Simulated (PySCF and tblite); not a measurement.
Values are calculated unless marked as measured or tabulated.
Stationary points of 3-methoxypropanoic acid at B3LYP-D3(BJ)/def2-SVP, in Å:

Structure A

```
 1 C    -2.545   -0.167   -0.342
 2 O    -1.509   -0.345    0.584
 3 C    -0.244    0.012    0.085
 4 C     0.772   -0.223    1.192
 5 C     2.211    0.096    0.858
 6 O     2.351    0.672   -0.358
 7 O     3.149   -0.121    1.581
 8 H    -2.399   -0.784   -1.252
 9 H    -3.485   -0.471    0.140
10 H    -2.638    0.891   -0.663
11 H     0.013   -0.590   -0.810
12 H    -0.228    1.073   -0.235
13 H     0.502    0.376    2.077
14 H     0.736   -1.272    1.524
15 H     3.301    0.843   -0.476
```

Structure B

```
 1 C    -2.640   -0.198   -0.244
 2 O    -1.526   -0.334    0.594
 3 C    -0.320    0.051   -0.013
 4 C     0.797   -0.145    0.995
 5 C     2.147    0.246    0.451
 6 O     2.357    0.680   -0.656
 7 O     3.128    0.058    1.356
 8 H    -2.553   -0.824   -1.156
 9 H    -3.529   -0.519    0.318
10 H    -2.789    0.852   -0.570
11 H    -0.119   -0.549   -0.924
12 H    -0.354    1.109   -0.341
13 H     0.600    0.442    1.907
14 H     0.840   -1.197    1.325
15 H     3.957    0.335    0.928
```

Structure C

```
 1 C    -2.596   -0.190   -0.566
 2 O    -1.523   -0.343    0.325
 3 C    -0.286    0.030   -0.220
 4 C     0.774   -0.191    0.847
 5 C     2.152    0.178    0.411
 6 O     2.436    0.743   -0.697
 7 O     3.209   -0.017    1.088
 8 H    -2.470   -0.810   -1.476
 9 H    -3.512   -0.508   -0.048
10 H    -2.719    0.864   -0.888
11 H    -0.047   -0.568   -1.123
12 H    -0.287    1.092   -0.538
13 H     0.536    0.398    1.749
14 H     0.785   -1.243    1.175
15 H     3.548    0.565   -0.040
```

Level: B3LYP/pcSseg-1 + D3(BJ), IEF-PCM cyclohexane on B3LYP-D3(BJ)/def2-SVP stationary points, with GFN2-xTB thermal terms.

Q: Which structure is a saddle point, and along which motion?

A: C: one imaginary mode (1763i cm⁻¹ at GFN2-xTB, mostly on H15), along the shift of hydrogen on O7 from O7 to O6.

Q: Give their symmetry and energies above the lowest.

A: A Cs, 1.3 kcal/mol; B Cs, 0.0 kcal/mol; C Cs, 34.4 kcal/mol.

Tunnelling of the moving H, left out here, will speed the real process. In real samples such hydrogens mostly exchange between molecules or through solvent, far faster than by this path.
